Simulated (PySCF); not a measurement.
Compound: C10H13B.
Geometry (PBE0-D3(BJ)/def2-SVP, Å), atoms numbered from 1 in this order:
```
atom  x, y, z in Å
B1    -1.7028   -1.1307   -0.6499
C2    -3.0295   -0.9027    0.1474
C3    -3.0133    0.5888    0.5105
C4    -1.5322    0.9449    0.6438
C5    -0.8242    0.1685   -0.4870
C6     0.6677    0.0490   -0.3981
C7     1.5150    0.6513   -1.3356
C8     2.9002    0.5265   -1.2407
C9     3.4689   -0.1996   -0.1964
C10    2.6389   -0.8030    0.7483
C11    1.2559   -0.6805    0.6452
H12   -1.3877   -2.1133   -1.2799
H13   -3.9679   -1.2868   -0.2804
H14   -2.8537   -1.5125    1.0631
H15   -3.5921    0.8359    1.4146
H16   -3.4588    1.1701   -0.3160
H17   -1.1487    0.5874    1.6159
H18   -1.3367    2.0284    0.6101
H19   -1.0800    0.6798   -1.4450
H20    1.0784    1.2280   -2.1561
H21    3.5396    1.0044   -1.9872
H22    4.5543   -0.2964   -0.1187
H23    3.0726   -1.3789    1.5697
H24    0.6165   -1.1634    1.3907
```

All values: PBE0/pcSseg-1 (PySCF, non-relativistic), on one gas-phase PBE0-D3(BJ)/def2-SVP geometry that isn't relaxed in the solvent. The solvent is an IEF-PCM continuum (Bondi radii, 1.10 Å for H, scaled by 1.2). The model holds no explicit solvent molecules, cavitation or dispersion.

| medium | total energy (Eh) | HOMO (eV) | LUMO (eV) | dipole (D) |
| --- | --- | --- | --- | --- |
| gas phase | -413.176851 | -6.785 | -0.891 | 0.732 |
| chloroform (ε = 4.711) | -413.181068 | -6.818 | -0.798 | 0.953 |

Problem. What is E(solvent) − E(gas) in chloroform, in kcal/mol?

Solution. -413.181068 − (-413.176851) = -0.004217 Eh = -2.65 kcal/mol.

Problem. Scale it by Onsager's factor (ε − 1)/(2ε + 1) to cyclohexane (ε = 2.017), and compare with the calculation.

Solution. The factor goes from 0.356 to 0.202, a ratio of 0.567, which gives -1.50 kcal/mol. The calculation gives -1.37 kcal/mol (total energy -413.179030 Eh), so the scaled value is 9.8 % too large in size.

Problem. Scale the changes of the other columns the same way. What are the values in cyclohexane?

Solution. 
```tsv
quantity	scaled	computed	difference
HOMO (eV)	-6.804	-6.789	-0.015
LUMO (eV)	-0.838	-0.828	-0.010
dipole (D)	0.857	0.849	+0.008
```

Problem. How does each lowering split into the polarisation term (half the interaction with the induced surface charges) and the distortion of the solute's density?

Solution. chloroform: -2.88 + 0.23 kcal/mol, the distortion taking back 8 % of the polarisation term; cyclohexane: -1.43 + 0.06 kcal/mol, the distortion taking back 4 % of the polarisation term.
